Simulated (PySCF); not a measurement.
FS, doublet, geometry from GFN2-xTB; BLYP/def2-SVP (PySCF).

Here is a job for PySCF.
```python
from pyscf import gto, scf, dft

mol = gto.M(
    atom='''
S    -0.00000000   -0.00000000   -0.58553681
F     0.00000000    0.00000000    1.04095434
''',
    basis='def2-svp',
    spin=1,
    verbose=4,
)

mf = dft.UKS(mol)
mf.xc = 'blyp'
mf.diis = False
mf.damp = 0.3
mf.diis_start_cycle = 200
mf.max_cycle = 150
mf.kernel()
mf.analyze()
```

What the program printed (banner, timings and long lists left out):

```
PySCF version 2.14.0

[INPUT] verbose = 4
[INPUT] num. atoms = 2
[INPUT] num. electrons = 25
[INPUT] charge = 0
[INPUT] spin (= nelec alpha-beta = 2S) = 1
[INPUT] symmetry False subgroup None
[INPUT] Mole.unit = angstrom
[INPUT] Symbol           X                Y                Z      unit          X                Y                Z       unit  Magmom
[...]
nuclear repulsion = 46.850250843652
number of shells = 14
number of NR pGTOs = 60
number of NR cGTOs = 32
basis = def2-svp
ecp = {}

******** <class 'pyscf.dft.uks.UKS'> ********
method = UKS
initial guess = minao
damping factor = 0.3
level_shift factor = 0
DIIS disabled
SCF conv_tol = 1e-09
SCF conv_tol_grad = None
SCF max_cycles = 150
direct_scf = True
direct_scf_tol = 1e-13
number electrons alpha = 13  beta = 12
XC library pyscf.dft.libxc version 7.1.2
    S. Lehtola, C. Steigemann, M. J. T. Oliveira, and M. A. L. Marques,  SoftwareX 7, 1–5 (2018)
XC functionals = blyp
    A. D. Becke,  Phys. Rev. A 38, 3098 (1988)
    C. Lee, W. Yang, and R. G. Parr,  Phys. Rev. B 37, 785 (1988)
    B. Miehlich, A. Savin, H. Stoll, and H. Preuss,  Chem. Phys. Lett. 157, 200 (1989)
radial grids:
    Treutler-Ahlrichs [JCP 102, 346 (1995); DOI:10.1063/1.469408] (M4) radial grids

becke partition: Becke, JCP 88, 2547 (1988); DOI:10.1063/1.454033
pruning grids: <function nwchem_prune>
grids dens level: 3
symmetrized grids: False
atomic radii adjust function: <function treutler_atomic_radii_adjust>
small_rho_cutoff = 0
Set gradient conv threshold to 3.16228e-05
tot grids = 33144
init E= -497.848332808857

cycle= 1 E= -497.702447339821  delta_E= 0.146  |g|= 0.35  |ddm|= 1.19

cycle= 2 E= -497.594754354361  delta_E= 0.108  |g|= 0.629  |ddm|= 0.582

cycle= 3 E= -497.482621561109  delta_E= 0.112  |g|= 0.83  |ddm|= 0.899

cycle= 4 E= -496.730869304407  delta_E= 0.752  |g|= 1.54  |ddm|= 1.41

cycle= 5 E= -496.598624036195  delta_E= 0.132  |g|= 1.67  |ddm|= 1.93
cycle= 6 E= -495.21330534355  delta_E= 1.39  |g|= 2.32  |ddm|= 2.34

cycle= 7 E= -495.57038696631  delta_E= -0.357  |g|= 2.21  |ddm|= 2.71
cycle= 8 E= -494.291995648983  delta_E= 1.28  |g|= 2.67  |ddm|= 2.87
cycle= 9 E= -495.06661265138  delta_E= -0.775  |g|= 2.41  |ddm|= 3.01
cycle= 10 E= -493.937661038333  delta_E= 1.13  |g|= 2.79  |ddm|= 3.06
cycle= 11 E= -494.886244072837  delta_E= -0.949  |g|= 2.47  |ddm|= 3.11
cycle= 12 E= -493.818160158405  delta_E= 1.07  |g|= 2.83  |ddm|= 3.13
cycle= 13 E= -494.826724505277  delta_E= -1.01  |g|= 2.49  |ddm|= 3.14
cycle= 14 E= -493.779263446018  delta_E= 1.05  |g|= 2.84  |ddm|= 3.15
cycle= 15 E= -494.807463057909  delta_E= -1.03  |g|=  2.5  |ddm|= 3.16
cycle= 16 E= -493.766712408628  delta_E= 1.04  |g|= 2.84  |ddm|= 3.16
cycle= 17 E= -494.80125574691  delta_E= -1.03  |g|=  2.5  |ddm|= 3.16
cycle= 18 E= -493.762669157012  delta_E= 1.04  |g|= 2.85  |ddm|= 3.16
cycle= 19 E= -494.799256403413  delta_E= -1.04  |g|=  2.5  |ddm|= 3.16
cycle= 20 E= -493.761366711508  delta_E= 1.04  |g|= 2.85  |ddm|= 3.16
cycle= 21 E= -494.798612321285  delta_E= -1.04  |g|=  2.5  |ddm|= 3.16
cycle= 22 E= -493.760947092624  delta_E= 1.04  |g|= 2.85  |ddm|= 3.16
cycle= 23 E= -494.798404801712  delta_E= -1.04  |g|=  2.5  |ddm|= 3.16
cycle= 24 E= -493.760811896116  delta_E= 1.04  |g|= 2.85  |ddm|= 3.16
cycle= 25 E= -494.798337941298  delta_E= -1.04  |g|=  2.5  |ddm|= 3.16
cycle= 26 E= -493.760768345002  delta_E= 1.04  |g|= 2.85  |ddm|= 3.16
cycle= 27 E= -494.798316405022  delta_E= -1.04  |g|=  2.5  |ddm|= 3.16
cycle= 28 E= -493.76075432313  delta_E= 1.04  |g|= 2.85  |ddm|= 3.16
cycle= 29 E= -494.798309472532  delta_E= -1.04  |g|=  2.5  |ddm|= 3.16
cycle= 30 E= -493.760749814377  delta_E= 1.04  |g|= 2.85  |ddm|= 3.16
cycle= 31 E= -494.79830724451  delta_E= -1.04  |g|=  2.5  |ddm|= 3.16
cycle= 32 E= -493.760748369364  delta_E= 1.04  |g|= 2.85  |ddm|= 3.16
cycle= 33 E= -494.798306531416  delta_E= -1.04  |g|=  2.5  |ddm|= 3.16
cycle= 34 E= -493.760747910521  delta_E= 1.04  |g|= 2.85  |ddm|= 3.16
cycle= 35 E= -494.798306305868  delta_E= -1.04  |g|=  2.5  |ddm|= 3.16
cycle= 36 E= -493.760747768857  delta_E= 1.04  |g|= 2.85  |ddm|= 3.16
cycle= 37 E= -494.798306237087  delta_E= -1.04  |g|=  2.5  |ddm|= 3.16
cycle= 38 E= -493.760747729083  delta_E= 1.04  |g|= 2.85  |ddm|= 3.16
cycle= 39 E= -494.798306218646  delta_E= -1.04  |g|=  2.5  |ddm|= 3.16
cycle= 40 E= -493.760747721983  delta_E= 1.04  |g|= 2.85  |ddm|= 3.16
cycle= 41 E= -494.798306216338  delta_E= -1.04  |g|=  2.5  |ddm|= 3.16
cycle= 42 E= -493.760747725331  delta_E= 1.04  |g|= 2.85  |ddm|= 3.16
cycle= 43 E= -494.798306219184  delta_E= -1.04  |g|=  2.5  |ddm|= 3.16
cycle= 44 E= -493.760747732008  delta_E= 1.04  |g|= 2.85  |ddm|= 3.16
cycle= 45 E= -494.79830622367  delta_E= -1.04  |g|=  2.5  |ddm|= 3.16
cycle= 46 E= -493.760747739735  delta_E= 1.04  |g|= 2.85  |ddm|= 3.16
cycle= 47 E= -494.798306228672  delta_E= -1.04  |g|=  2.5  |ddm|= 3.16
cycle= 48 E= -493.760747747789  delta_E= 1.04  |g|= 2.85  |ddm|= 3.16
cycle= 49 E= -494.798306233834  delta_E= -1.04  |g|=  2.5  |ddm|= 3.16
cycle= 50 E= -493.760747755942  delta_E= 1.04  |g|= 2.85  |ddm|= 3.16
cycle= 51 E= -494.798306239043  delta_E= -1.04  |g|=  2.5  |ddm|= 3.16
cycle= 52 E= -493.760747764122  delta_E= 1.04  |g|= 2.85  |ddm|= 3.16
cycle= 53 E= -494.798306244264  delta_E= -1.04  |g|=  2.5  |ddm|= 3.16
cycle= 54 E= -493.760747772307  delta_E= 1.04  |g|= 2.85  |ddm|= 3.16
cycle= 55 E= -494.798306249487  delta_E= -1.04  |g|=  2.5  |ddm|= 3.16
cycle= 56 E= -493.760747780489  delta_E= 1.04  |g|= 2.85  |ddm|= 3.16
cycle= 57 E= -494.798306254709  delta_E= -1.04  |g|=  2.5  |ddm|= 3.16
cycle= 58 E= -493.760747788667  delta_E= 1.04  |g|= 2.85  |ddm|= 3.16
cycle= 59 E= -494.798306259927  delta_E= -1.04  |g|=  2.5  |ddm|= 3.16
cycle= 60 E= -493.760747796841  delta_E= 1.04  |g|= 2.85  |ddm|= 3.16
cycle= 61 E= -494.798306265142  delta_E= -1.04  |g|=  2.5  |ddm|= 3.16
cycle= 62 E= -493.760747805011  delta_E= 1.04  |g|= 2.85  |ddm|= 3.16
[...]
cycle= 101 E= -494.798306368827  delta_E= -1.04  |g|=  2.5  |ddm|= 3.16
cycle= 102 E= -493.760747967431  delta_E= 1.04  |g|= 2.85  |ddm|= 3.16
cycle= 103 E= -494.79830637398  delta_E= -1.04  |g|=  2.5  |ddm|= 3.16
cycle= 104 E= -493.760747975505  delta_E= 1.04  |g|= 2.85  |ddm|= 3.16
cycle= 105 E= -494.798306379129  delta_E= -1.04  |g|=  2.5  |ddm|= 3.16
cycle= 106 E= -493.760747983573  delta_E= 1.04  |g|= 2.85  |ddm|= 3.16
cycle= 107 E= -494.798306384277  delta_E= -1.04  |g|=  2.5  |ddm|= 3.16
cycle= 108 E= -493.760747991637  delta_E= 1.04  |g|= 2.85  |ddm|= 3.16
cycle= 109 E= -494.79830638942  delta_E= -1.04  |g|=  2.5  |ddm|= 3.16
cycle= 110 E= -493.760747999696  delta_E= 1.04  |g|= 2.85  |ddm|= 3.16
cycle= 111 E= -494.798306394561  delta_E= -1.04  |g|=  2.5  |ddm|= 3.16
cycle= 112 E= -493.760748007751  delta_E= 1.04  |g|= 2.85  |ddm|= 3.16
cycle= 113 E= -494.7983063997  delta_E= -1.04  |g|=  2.5  |ddm|= 3.16
cycle= 114 E= -493.7607480158  delta_E= 1.04  |g|= 2.85  |ddm|= 3.16
cycle= 115 E= -494.798306404835  delta_E= -1.04  |g|=  2.5  |ddm|= 3.16
cycle= 116 E= -493.760748023846  delta_E= 1.04  |g|= 2.85  |ddm|= 3.16
cycle= 117 E= -494.798306409967  delta_E= -1.04  |g|=  2.5  |ddm|= 3.16
cycle= 118 E= -493.760748031887  delta_E= 1.04  |g|= 2.85  |ddm|= 3.16
cycle= 119 E= -494.798306415096  delta_E= -1.04  |g|=  2.5  |ddm|= 3.16
cycle= 120 E= -493.760748039923  delta_E= 1.04  |g|= 2.85  |ddm|= 3.16
cycle= 121 E= -494.798306420222  delta_E= -1.04  |g|=  2.5  |ddm|= 3.16
cycle= 122 E= -493.760748047954  delta_E= 1.04  |g|= 2.85  |ddm|= 3.16
cycle= 123 E= -494.798306425346  delta_E= -1.04  |g|=  2.5  |ddm|= 3.16
cycle= 124 E= -493.760748055982  delta_E= 1.04  |g|= 2.85  |ddm|= 3.16
cycle= 125 E= -494.798306430467  delta_E= -1.04  |g|=  2.5  |ddm|= 3.16
cycle= 126 E= -493.760748064004  delta_E= 1.04  |g|= 2.85  |ddm|= 3.16
cycle= 127 E= -494.798306435584  delta_E= -1.04  |g|=  2.5  |ddm|= 3.16
cycle= 128 E= -493.760748072022  delta_E= 1.04  |g|= 2.85  |ddm|= 3.16
cycle= 129 E= -494.798306440698  delta_E= -1.04  |g|=  2.5  |ddm|= 3.16
cycle= 130 E= -493.760748080035  delta_E= 1.04  |g|= 2.85  |ddm|= 3.16
cycle= 131 E= -494.79830644581  delta_E= -1.04  |g|=  2.5  |ddm|= 3.16
cycle= 132 E= -493.760748088044  delta_E= 1.04  |g|= 2.85  |ddm|= 3.16
cycle= 133 E= -494.798306450918  delta_E= -1.04  |g|=  2.5  |ddm|= 3.16
cycle= 134 E= -493.760748096048  delta_E= 1.04  |g|= 2.85  |ddm|= 3.16
cycle= 135 E= -494.798306456023  delta_E= -1.04  |g|=  2.5  |ddm|= 3.16
cycle= 136 E= -493.760748104048  delta_E= 1.04  |g|= 2.85  |ddm|= 3.16
cycle= 137 E= -494.798306461126  delta_E= -1.04  |g|=  2.5  |ddm|= 3.16
cycle= 138 E= -493.760748112043  delta_E= 1.04  |g|= 2.85  |ddm|= 3.16
cycle= 139 E= -494.798306466226  delta_E= -1.04  |g|=  2.5  |ddm|= 3.16
cycle= 140 E= -493.760748120033  delta_E= 1.04  |g|= 2.85  |ddm|= 3.16
cycle= 141 E= -494.798306471322  delta_E= -1.04  |g|=  2.5  |ddm|= 3.16
cycle= 142 E= -493.76074812802  delta_E= 1.04  |g|= 2.85  |ddm|= 3.16
cycle= 143 E= -494.798306476416  delta_E= -1.04  |g|=  2.5  |ddm|= 3.16
cycle= 144 E= -493.760748136001  delta_E= 1.04  |g|= 2.85  |ddm|= 3.16
cycle= 145 E= -494.798306481507  delta_E= -1.04  |g|=  2.5  |ddm|= 3.16
cycle= 146 E= -493.760748143977  delta_E= 1.04  |g|= 2.85  |ddm|= 3.16
cycle= 147 E= -494.798306486595  delta_E= -1.04  |g|=  2.5  |ddm|= 3.16
cycle= 148 E= -493.760748151949  delta_E= 1.04  |g|= 2.85  |ddm|= 3.16
cycle= 149 E= -494.79830649168  delta_E= -1.04  |g|=  2.5  |ddm|= 3.16
cycle= 150 E= -493.760748159917  delta_E= 1.04  |g|= 2.85  |ddm|= 3.16
SCF not converged.
SCF energy = -493.760748159917 after 150 cycles  <S^2> = 0.75172387  2S+1 = 2.0017231
**** SCF Summaries ****
Total Energy =                        -493.760748159917284
Nuclear Repulsion Energy =              46.850250843651992
One-electron Energy =                 -774.482862637528910
Two-electron Energy =                  233.871863633959549
Two-electron Coulomb Energy =          268.943653890827591
DFT Exchange-Correlation Energy =      -35.071790256868056
**** MO energy ****
                             alpha | beta                alpha | beta
[...]
To work with the spin densities directly, `use mulliken_meta_spin()` only printing them here.

 ** Mulliken spin pop alpha/beta on meta-lowdin orthogonal AOs **
 ** Mulliken Spin Density (per AO)  **
spin_pop of  0 S 1s       -0.00000
spin_pop of  0 S 2s       -0.00000
spin_pop of  0 S 3s        0.00381
spin_pop of  0 S 4s       -0.00033
spin_pop of  0 S 2px       0.00000
spin_pop of  0 S 2py       0.00000
spin_pop of  0 S 2pz      -0.00000
spin_pop of  0 S 3px       0.00323
spin_pop of  0 S 3py       0.00273
spin_pop of  0 S 3pz       0.00429
spin_pop of  0 S 4px       0.00143
spin_pop of  0 S 4py       0.00117
spin_pop of  0 S 4pz      -0.00040
spin_pop of  0 S 3dxy      0.00044
spin_pop of  0 S 3dyz      0.03250
spin_pop of  0 S 3dz^2     0.00020
spin_pop of  0 S 3dxz      0.04314
spin_pop of  0 S 3dx2-y2    0.00002
spin_pop of  1 F 1s       -0.00000
spin_pop of  1 F 2s        0.00186
spin_pop of  1 F 3s       -0.00008
spin_pop of  1 F 2px       0.51823
spin_pop of  1 F 2py       0.35104
spin_pop of  1 F 2pz      -0.00962
spin_pop of  1 F 3px       0.02717
spin_pop of  1 F 3py       0.01871
spin_pop of  1 F 3pz      -0.00012
spin_pop of  1 F 3dxy     -0.00000
spin_pop of  1 F 3dyz      0.00028
spin_pop of  1 F 3dz^2    -0.00004
spin_pop of  1 F 3dxz      0.00037
spin_pop of  1 F 3dx2-y2   -0.00000
 ** Mulliken Spin Density (per atom)  **
spin density of  0 S =      0.09221
spin density of  1 F =      0.90779
 ** Mulliken pop alpha/beta on meta-lowdin orthogonal AOs **
 ** Mulliken pop       alpha | beta **
[...]
In total            13.00000 | 12.00000
 ** Mulliken atomic charges   ( Nelec_alpha | Nelec_beta ) **
charge of  0S =     -1.89994  (     8.99607      8.90387 )
charge of  1F =      1.89994  (     4.00393      3.09613 )
Dipole moment(X, Y, Z, Debye):  0.00000, -0.00000, 20.12104
```

Convergence was not reached.
